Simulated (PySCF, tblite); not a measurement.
Isomers of C7H14P2. Computed with GFN2-xTB (tblite): harmonic, unscaled wavenumbers at the GFN2-xTB geometry, gas phase. This tight-binding method is rough: wavenumbers can miss measured ones by several per cent, in bad cases by 10 to 20. Modes of hydrogen on phosphorus can be 10 to 20 % off. One conformer each.

Electronic energies: PBE0/pcSseg-1 single points on the GFN2-xTB geometries (PySCF, gas phase).

```
           SMILES  electronic energy, lowest = 0 (kcal/mol)
C=C/P=P\C(C)(C)CC                                      18.4
   C=C(C)P1CCPCC1                                       0.9
   C=CP1CCP(C)CC1                                       0.0
```

Q: How do GFN2-xTB zero-point energies change the relative energies?

A: 
```tsv
SMILES	ZPE (kcal/mol)	of it from modes above 1550 cm⁻¹	electronic (kcal/mol)	with ZPE, lowest = 0 (kcal/mol)	lowest mode (cm⁻¹)	rings
C=CP1CCP(C)CC1	118.8	61.8	0.0	0.0	60	1
C=C(C)P1CCPCC1	118.8	60.8	0.9	0.9	46	1
C=C/P=P\C(C)(C)CC	120.3	62.8	18.4	19.9	45	0
```

The zero-point energies span 1.5 kcal/mol, from `C=C(C)P1CCPCC1` to `C=C/P=P\C(C)(C)CC`. The order is unchanged.

Q: And how do the electronic energies of GFN2-xTB itself compare?

A: `C=CP1CCP(C)CC1` 2.8; `C=C(C)P1CCPCC1` 0.0; `C=C/P=P\C(C)(C)CC` 11.1 kcal/mol, lowest = 0. Against the energies above, taken from the same isomer `C=CP1CCP(C)CC1`, the largest difference is 10.1 kcal/mol.

Q: What do entropy and thermal enthalpy add at 298.15 K and 1 bar (rigid rotor, harmonic oscillator, one conformer each)?

A: 
```csv
SMILES,point group,symmetry number,S (cal/(mol K)),H − H(0) (kcal/mol),ZPE + H − H(0) − TS (kcal/mol)
C=CP1CCP(C)CC1,C1,1,103.6,7.78,95.7
C=C(C)P1CCPCC1,C1,1,102.9,7.57,95.7
C=C/P=P\C(C)(C)CC,C1,1,111.2,8.60,95.8
```
